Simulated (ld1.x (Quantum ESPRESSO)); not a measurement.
# barium TM: all-electron and pseudo phase curves

- Element: Ba (Z = 56)
- Generator: ld1.x (Quantum ESPRESSO) 7.5
- Type: norm-conserving Troullier–Martins (Kleinman–Bylander form)
- Functional: PBEsol
- Relativity: fully relativistic
- Frozen core: [Kr] 4d10
- Valence charge: 10
- Reference configuration: 5s2 5p6 5d0 6s2 6p0
- Partial waves: 5s (bound): rc 2.18 bohr; 5d (bound, empty): rc 3.25 bohr; 5p (bound): rc 3.10 bohr
- Local potential: the p channel
- Core correction: Bessel-smoothed model core inside 1.65 bohr

Open shells are filled in proportion to 2j + 1 (rel_dist='average').

Occupied shells without a wave of their own: 6s. They enter only through the test configuration that unscreens the potential, and ld1.x also counts them in the model core charge.

The phase is arctan(r·u′/u) with u = r·R(r), unwrapped; energies in Ry, scanned from -4 to 5 Ry. A pole is an energy at which the radial function vanishes at the test radius. The pseudo phase is shifted by a multiple of π to meet the all-electron one at the reference energy, and phase errors are pseudo minus all-electron; the curves can meet again beyond the range given. Levels narrower than the energy grid can be missing from the lists of poles.

```csv
channel,radius (bohr),reference energy (Ry),"poles, all-electron","poles, pseudo",unbroken range about the reference energy with phases within 0.05 rad,phase error 1 Ry above the reference energy (rad)
s,3.56,-2.47,"-2.44, 1.65","-2.44, 1.83",below 2.8,-0.001
p1/2,3.56,-1.48,"-1.39, 2.43","-1.27, 2.06",not even at the reference energy,+0.017
p3/2,3.56,-1.33,"-1.21, 2.63","-1.27, 2.06",not even at the reference energy,-0.036
d3/2,3.56,-0.15,"0.39, 4.22","0.38, 3.98",below 1.5,-0.006
d5/2,3.56,-0.15,"0.42, 4.27","0.41, 3.98",below 1.5,-0.007
```

A Bessel basis up to 400 Ry misses an occupied level by 20.86 Ry, so cutoffs and ghosts were not judged. The potential misses its own reference levels by up to 1.4 eV, so it is not fit for use. ld1.x takes every shell without a wave as core, so the model core holds the 6s electrons as well and exchange and correlation see them twice. This cancels in the reference configuration, but the file is broken for other ones, and its errors say nothing about a proper core correction.

Phases in the s channel:

| E (Ry) | all-electron | pseudo |
| --- | --- | --- |
| -4.00 | 1.413 | 1.413 |
| -3.52 | 1.398 | 1.397 |
| -3.04 | 1.372 | 1.371 |
| -2.56 | 1.143 | 1.142 |
| -2.08 | -1.760 | -1.761 |
| -1.60 | -1.817 | -1.819 |
| -1.12 | -1.894 | -1.896 |
| -0.64 | -2.058 | -2.061 |
| -0.16 | -2.691 | -2.680 |
| 0.32 | -4.143 | -4.110 |
| 0.80 | -4.527 | -4.506 |
| 1.28 | -4.655 | -4.636 |
| 1.76 | -4.726 | -4.705 |
| 2.24 | -4.783 | -4.754 |
| 2.72 | -4.843 | -4.798 |
| 3.20 | -4.933 | -4.848 |
| 3.68 | -5.143 | -4.917 |
| 4.16 | -6.181 | -5.048 |
| 4.64 | -7.410 | -5.442 |
